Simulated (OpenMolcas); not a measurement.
Computed levels of 2s² 2p³ in ions with 7 electrons, in cm-1 above ⁴S°_3/2.

- Program: OpenMolcas 26.06
- Method: XMS-CASPT2, IPEA 0.25 Eh, imaginary shift 0.1 Eh
- Basis: ANO-RCC-VTZP
- Scalar Hamiltonian: DKH2, point nucleus
- Spin-orbit coupling: state interaction with AMFI integrals over the reference wave functions, term energies averaged over their components

Active space for each ion: 5 electrons in 8 orbitals (2s 2p 3s 3p); closed shells correlated by CASPT2: 1s.

| Level | O+ | Ne3+ |
| --- | --- | --- |
| ²D°_3/2 | 27810 | 42310 |
| ²D°_5/2 | 27820 | 42350 |
| ²P°_1/2 | 41300 | 63410 |
| ²P°_3/2 | 41310 | 63440 |

Task: Estimate ²D°_3/2, ²D°_5/2 for F2+ from its neighbours O+ and Ne3+.

Result: ²D°_3/2 is another term, which grows about linearly with the charge: (27810 + 42310) / 2 = 35060. The calculation gives 35070, so the estimate is off by 0 %.
²D°_5/2 is another term, which grows about linearly with the charge: (27820 + 42350) / 2 = 35085. The calculation gives 35090, so the estimate is off by 0 %.

CASPT2 breaks the degeneracy within a term, and the mean is taken; among the terms shown or strongly mixed into the levels shown the widest spread is 390 cm-1 (2s² 2p³ ²D°, O+). The run also gave levels led by 2s² 2p² 3s, which use shells meant for correlation; these and all levels above them are left out (holds for O+). Active for correlation alone: 3p 3s; no level in the range computed is led by a configuration that fills them, so any true level of that kind is missing (holds for F2+; Ne3+). Levels of configurations outside the active space are missing.

° marks odd parity.
